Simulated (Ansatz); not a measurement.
A nudged elastic band was laid between two geometries of GeH$_{3}$ (4 atoms, charge 0, multiplicity 2).

Theory: UKS PBE0-D4/def2-SVP (Ansatz 0.2.0).

* movable images: 7
* climbing image: yes
* spring: 5.0 eV/Å²
* optimiser: quadratic models (default)
* start path: IDPP
* force threshold: 0.05 eV/Å
* iteration limit: 60
* end points: relaxed

First end point:

```xyz
4
Properties=species:S:1:pos:R:3
Ge 0.216 -0.127 -0.251
H 1.056 0.110 1.020
H -0.884 -1.177 0.000
H -0.388 1.194 -0.770
```

Last end point:

```xyz
4
Properties=species:S:1:pos:R:3
Ge -0.216 0.127 0.251
H 1.200 0.026 0.853
H -0.740 -1.262 -0.167
H -0.244 1.110 -0.937
```

Question: Which bonds break or form, and what moves?

Answer: No bond is made or broken. The height of Ge1 over the plane of its neighbours goes from 0.47 to -0.47 Å. The two ends are copies of one structure, up to a mirror image or an exchange of like atoms.

Question: What energy profile does the band end with?

Answer: It converged. The highest image is number 4 of 0 to 8, 0.210 eV above the ends, which have the same energy within 2 meV. A vibrational analysis at the climbing image gives one clearly imaginary mode, 655i cm⁻¹: a first-order saddle point.

| image | path coordinate (Å) | energy (eV) | height of Ge1 over the plane of its neighbours (Å) |
| --- | --- | --- | --- |
| 0 | 0.00 | 0.000 | 0.47 |
| 1 | 0.11 | 0.029 | 0.36 |
| 2 | 0.21 | 0.102 | 0.24 |
| 3 | 0.32 | 0.178 | 0.12 |
| 4 | 0.42 | 0.210 | 0.00 |
| 5 | 0.53 | 0.178 | -0.12 |
| 6 | 0.64 | 0.102 | -0.24 |
| 7 | 0.74 | 0.029 | -0.36 |
| 8 | 0.85 | 0.000 | -0.47 |

Question: What is the geometry of the highest image?

Answer: 
```xyz
4
Properties=species:S:1:pos:R:3
Ge 0.000 0.000 0.000
H 1.168 0.070 0.970
H -0.841 -1.263 -0.086
H -0.327 1.193 -0.884
```

Question: What are the harmonic wavenumbers there?

Answer: 655i, 834, 835, 2220, 2255, 2255 cm⁻¹.

Run time: 100 s on 1 CPU thread of a shared host.
